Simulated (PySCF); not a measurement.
This PySCF input asks for the NMR shieldings of `BO[C@@H](C)[C@@H](F)C#C`, C₅H₈BFO; the geometry comes from GFN2-xTB.

```python
import basis_set_exchange as bse
import numpy as np
from pyscf import gto, dft
from pyscf.prop import nmr

atoms = """
B    -2.549552    0.263604   -0.719428
O    -1.252316    0.093746   -0.921354
C    -0.324891   -0.249521    0.082539
C     0.577878   -1.368584   -0.428230
C     0.494453    1.014599    0.419736
F    -0.358908    1.954576    0.973316
C     1.573837    0.739404    1.350548
C     2.433565    0.547276    2.160477
H    -3.052920    0.089480    0.333827
H    -3.162713    0.579058   -1.665872
H    -0.851253   -0.564153    0.996299
H     1.086998   -1.049648   -1.334841
H    -0.025177   -2.242893   -0.659667
H     1.317005   -1.630144    0.323857
H     0.882856    1.463158   -0.505867
H     3.203540    0.368987    2.850731
"""
names = dict.fromkeys(["B", "O", "C", "F", "H"], "pcSseg-1")
basis = {el: gto.basis.parse(bse.get_basis(n, elements=[el], fmt="nwchem")) for el, n in names.items()}
mol = gto.M(atom=atoms, basis=basis, charge=0, verbose=0)
mf = dft.RKS(mol, xc="PBE0")
mf.grids.level = 2
mf.grids.alignment = dft.numint.BLKSIZE   # the property module wants whole blocks of grid points
mf.conv_tol = 1e-9
mf.kernel()

calc = nmr.RKS(mf)   # GIAO
C = mf.mo_coeff
Co = C[:, mf.mo_occ > 0]
resp = mf.gen_response(singlet=True, hermi=2)
def vind(x):   # induced exchange potential for any number of trial vectors
    d = np.einsum("pi,xij,qj->xpq", C, 2 * x.reshape(-1, C.shape[1], Co.shape[1]), Co, optimize=True)
    return np.einsum("xpq,pi,qj->xij", resp(d - d.transpose(0, 2, 1)), C, Co, optimize=True).ravel()
mo1, _ = nmr.rhf.solve_mo1(calc, with_cphf=vind)
sigma = calc.kernel(mo1)
for i, s in enumerate(sigma):   # ppm
    print("%2d %-2s %9.2f" % (i, mol.atom_pure_symbol(i), np.trace(s) / 3))
```

Q: Give the expected output.

A: 
```
 0 B      54.62
 1 O      93.39
 2 C      98.43
 3 C     165.37
 4 C      97.61
 5 F     380.34
 6 C     103.34
 7 C      99.18
 8 H      26.51
 9 H      26.77
10 H      27.37
11 H      30.23
12 H      30.23
13 H      29.95
14 H      26.55
15 H      29.45
```

These numbers come from an equivalent density-fitted implementation of the same equations, which agrees with the script to about 0.01 ppm for H and up to a few tenths of a ppm for heavy atoms, so last digits may differ.

Size and cost of the density-fitted run: 176 basis functions, 120 s wall time (86 s CPU) on 1 thread of an Intel Xeon, shared host; peak memory 0.79 GiB.
